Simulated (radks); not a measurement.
Task: The mean radii <r> (bohr) of the occupied orbitals of an atom or ion are listed with their occupations. Calculated with a radial shooting solver on a logarithmic mesh with Libxc functionals: scalar-relativistic Kohn-Sham, r2SCAN, spin-unpolarised, spherical densities, finite nucleus; meta-GGA in the generalised Kohn-Sham scheme; Fermi nuclear charge, rms radius of each element as measured or else 0.836 A^(1/3) + 0.57 fm.

orbital  occ.     <r>
1s          2  0.2281
2s          2   1.108

Name the element and its charge.

Result: Z = 7, nitrogen, charge +3: N3+ in [He] 2s2. The 1s radius gives Z: for a bare nucleus <r> = (2 gamma + 1)/(2Z) with gamma = sqrt(1 - (Z/c)^2), 0.2141 bohr for Z = 7, and screening makes it slightly larger (0.2281 here). The occupations add up to 4, and the charge is Z minus that.
